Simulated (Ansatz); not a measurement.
`C#[C][Zr]([F])([C]#C)[C]#C`. Charge 0, multiplicity 1. Zr takes the def2 core potential. All single points use the PBE0-D4/def2-TZVP geometry.

```xyz
11

C    -2.604   -0.308    1.853
C    -1.598    0.056    1.276
Zr    0.198    0.686    0.232
F     0.694    2.407    0.813
C     1.805   -0.712    0.652
C     2.698   -1.504    0.884
C    -0.185    0.726   -1.905
C    -0.405    0.736   -3.101
H    -3.487   -0.629    2.360
H     3.481   -2.201    1.087
H    -0.597    0.744   -4.151
```

**Question.** What is the dipole moment at B3LYP/def2-TZVPP? (An estimate is asked.)

**Answer.** Computed: 1.57 D, with components (-0.41, -1.43, -0.48) D in this frame, pointing from negative to positive charge.

**Question.** And with PBE, r2SCAN, ωB97M-V? (An estimate is asked.)

**Answer.** The calculation gave: PBE 1.46 D, r2SCAN 1.55 D, ωB97M-V 1.45 D.

**Question.** Give the Mulliken charges with B3LYP, PBE, ωB97M-V in def2-TZVPP. (An estimate is asked.)

**Answer.** Ansatz gave: 
```tsv
atom	B3LYP	PBE	ωB97M-V
C1	-0.22	-0.24	-0.29
C2	-0.44	-0.33	-0.39
Zr3	1.63	1.42	1.70
F4	-0.36	-0.30	-0.34
C5	-0.44	-0.33	-0.39
C6	-0.22	-0.24	-0.29
C7	-0.44	-0.33	-0.39
C8	-0.22	-0.24	-0.29
H9	0.23	0.20	0.22
H10	0.23	0.20	0.22
H11	0.23	0.20	0.22
```

B3LYP here is the variant with VWN-RPA as its local correlation; programs differ in this.
